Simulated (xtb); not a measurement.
boron atom (B), doublet; GFN2-xTB run with xtb.

The xtb input:
```
$ xtb mol.xyz --gfn 2 --uhf 1 --acc 0.0001 --json

# file mol.xyz
1

B      0.00000000     0.00000000     0.00000000
```

What the program printed (banner, timings and long lists left out):

```
   ID    Z sym.   atoms
    1    5 B      1

           -------------------------------------------------
          |                Calculation Setup                |
           -------------------------------------------------

           -------------------------------------------------
          |                 G F N 2 - x T B                 |
           -------------------------------------------------

          ...................................................
          :                      SETUP                      :
          :.................................................:
          :  # basis functions                   4          :
          :  # atomic orbitals                   4          :
          :  # shells                            2          :
          :  # electrons                         3          :
          :  max. iterations                   250          :
          :  Hamiltonian                  GFN2-xTB          :
          :  restarted?                      false          :
          :  GBSA solvation                  false          :
          :  PC potential                    false          :
          :  electronic temp.          300.0000000     K    :
          :  accuracy                    0.0001000          :
          :  -> integral cutoff          0.6500000E+02      :
          :  -> integral neglect         0.1000000E-11      :
          :  -> SCF convergence          0.1000000E-09 Eh   :
          :  -> wf. convergence          0.1000000E-07 e    :
          :  Broyden damping             0.4000000          :
          :  net charge                          0          :
          :  unpaired electrons                  1          :
          ...................................................

 iter      E             dE          RMSdq      gap      omega  full diag
   1     -0.9524366 -0.952437E+00  0.913E-14    0.00       0.0  T
   2     -0.9524366  0.000000E+00  0.730E-14    0.00       0.0  T
   3     -0.9524366  0.000000E+00  0.562E-14    0.00       0.0  T

   *** convergence criteria satisfied after 3 iterations ***

         :::::::::::::::::::::::::::::::::::::::::::::::::::::
         ::                     SUMMARY                     ::
         :::::::::::::::::::::::::::::::::::::::::::::::::::::
         :: total energy              -0.952436614164 Eh    ::
         :: gradient norm              0.000000000000 Eh/a0 ::
         :: HOMO-LUMO gap              0.000000000000 eV    ::
         ::.................................................::
         :: SCC energy                -0.952436614164 Eh    ::
         :: -> isotropic ES            0.000000000000 Eh    ::
         :: -> anisotropic ES          0.000000000000 Eh    ::
         :: -> anisotropic XC          0.000000000000 Eh    ::
         :: -> dispersion              0.000000000000 Eh    ::
         :: repulsion energy           0.000000000000 Eh    ::
         :: add. restraining           0.000000000000 Eh    ::
         :: total charge              -0.000000000000 e     ::
         :::::::::::::::::::::::::::::::::::::::::::::::::::::

           -------------------------------------------------
          |                Property Printout                |
           -------------------------------------------------

    * Orbital Energies and Occupations

         #    Occupation            Energy/Eh            Energy/eV
      -------------------------------------------------------------
         1        2.0000           -0.3389896              -9.2244
         2        0.3333           -0.2726433              -7.4190 (HOMO)
         3        0.3333           -0.2726433              -7.4190 (LUMO)
         4        0.3333           -0.2726433              -7.4190
      -------------------------------------------------------------
                  HL-Gap            0.0000000 Eh            0.0000 eV
             Fermi-level           -0.2897902 Eh           -7.8856 eV

     #   Z          covCN         q      C6AA      α(0)
     1   5 B        0.000    -0.000   108.208    22.098

 Mol. C6AA /au·bohr⁶  :        108.208418
 Mol. C8AA /au·bohr⁸  :       4311.715477
 Mol. α(0) /au        :         22.097810

Wiberg/Mayer (AO) data.
largest (>0.10) Wiberg bond orders for each atom

 ---------------------------------------------------------------------------
     #   Z sym  total        # sym  WBO       # sym  WBO       # sym  WBO
 ---------------------------------------------------------------------------
     1   5 B    0.000
 ---------------------------------------------------------------------------

molecular dipole:
                 x           y           z       tot (Debye)
 q only:        0.000       0.000       0.000
   full:        0.000       0.000       0.000       0.000
molecular quadrupole (traceless):
                xx          xy          yy          xz          yz          zz
 q only:        0.000       0.000       0.000       0.000       0.000       0.000
  q+dip:        0.000       0.000       0.000       0.000       0.000       0.000
   full:        0.000       0.000       0.000       0.000       0.000       0.000

           -------------------------------------------------
          | TOTAL ENERGY               -0.952436614164 Eh   |
          | GRADIENT NORM               0.000000000000 Eh/α |
          | HOMO-LUMO GAP               0.000000000000 eV   |
           -------------------------------------------------

normal termination of xtb
```
